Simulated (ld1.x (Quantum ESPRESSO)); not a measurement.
**Transferability test, TM semilocal potential for titanium**

Ti (Z = 22), norm-conserving Troullier–Martins (semilocal form), made with ld1.x (Quantum ESPRESSO) 7.5 (PBE, scalar-relativistic). Core [Ne], reference 3s2 3p6 3d2 4s2 4p0. Waves: 3s (bound): rc 1.35 bohr; 3d (bound): rc 2.10 bohr; 3p (bound): rc 1.45 bohr. Local part: the p channel. Core correction: none.

Occupied shells without a wave of their own: 4s. They enter only through the test configuration that unscreens the potential.

Energies are relative to the spin-unpolarised reference configuration 3s2 3p6 3d2 4s2 4p0; without spin polarisation the order of configurations can differ from experiment. The frozen-core shift is the all-electron ΔE with the core orbitals held at their reference shape minus the fully relaxed ΔE.

```json
{"valence configuration": "3s2 3p6 3d2 4s1 4p0", "charge": "+1", "ΔE all-electron (eV)": "7.347", "error AE − PS (meV)": "-317", "frozen-core shift (meV)": "+0.5"}
{"valence configuration": "3s2 3p6 3d2 4s0 4p0", "charge": "+2", "ΔE all-electron (eV)": "20.919", "error AE − PS (meV)": "-843", "frozen-core shift (meV)": "+1.2"}
{"valence configuration": "3s2 3p6 3d1 4s0 4p0", "charge": "+3", "ΔE all-electron (eV)": "47.867", "error AE − PS (meV)": "-1272", "frozen-core shift (meV)": "-1.3"}
{"valence configuration": "3s2 3p6 3d2.5 4s1.5 4p0", "charge": "0", "ΔE all-electron (eV)": "0.353", "error AE − PS (meV)": "-95", "frozen-core shift (meV)": "+1.1"}
{"valence configuration": "3s1 3p6 3d2 4s2 4p0", "charge": "+1", "ΔE all-electron (eV)": "69.655", "error AE − PS (meV)": "-130", "frozen-core shift (meV)": "+7.7"}
{"valence configuration": "3s2 3p6 3d0 4s0 4p0", "charge": "+4", "ΔE all-electron (eV)": "91.153", "error AE − PS (meV)": "-1181", "frozen-core shift (meV)": "-3.0"}
```

(1) What are ΔE and the potential's error for 3s2 3p6 3d2 4s1 4p1?

Levels in the configuration 3s1 3p6 3d2 4s2 4p0:

| level | all-electron (eV) | pseudo (eV) |
| --- | --- | --- |
| 3s | -77.259 | -77.486 |
| 3p | -53.149 | -53.320 |
| 3d | -17.152 | -16.961 |
| 4s | -12.133 | -12.619 |

Results:

(1) ΔE = 3.076 eV all-electron; the error (AE − PS) is -239 meV.

The 4s level has no wave, so the channel is fitted at the deeper level alone: the likely source of the large errors. A variational frozen-core shift is positive and of second order in the change. This column holds negative values, so the frozen-core run of ld1.x carries numerical noise or an error of first order here, and the column gives no more than the rough size of the effect.
